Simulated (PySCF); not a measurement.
A thermochemical cycle for RbBe

PBE in PySCF with x2c-SVPall on every atom, spin-free X2C, for the lowest determinant that a PBE0 search found; no spin–orbit coupling. RbBe, a doublet (σ ↑), has De = 0.38 eV to neutral atoms, and RbBe⁺, a singlet (closed shell), has De = 0.23 eV to Rb⁺ + Be.

The adiabatic ionisation energy of RbBe, between the minima, is 4.45 eV.

Problem. Which ionisation energy of the Rb atom does this level give?

Solution. IE(Rb) = IE(molecule) + De(ion) − De(neutral) = 4.45 + 0.23 − 0.38 = 4.30 eV; the measured value is 4.177 eV (NIST ASD).

Closed-shell solutions of metal pairs were not tested for spin polarisation, which can lower them a little. Weak bonds: RbBe, RbBe⁺. Basis-set superposition, not corrected here, can be much of De in a small basis, most of all at correlated wavefunction levels. For an ion De counts to the pair picked by the measured ionisation energies or electron affinities, which need not be the lowest pair at this level. States were picked by a PBE0 search and need not be the measured ground states.
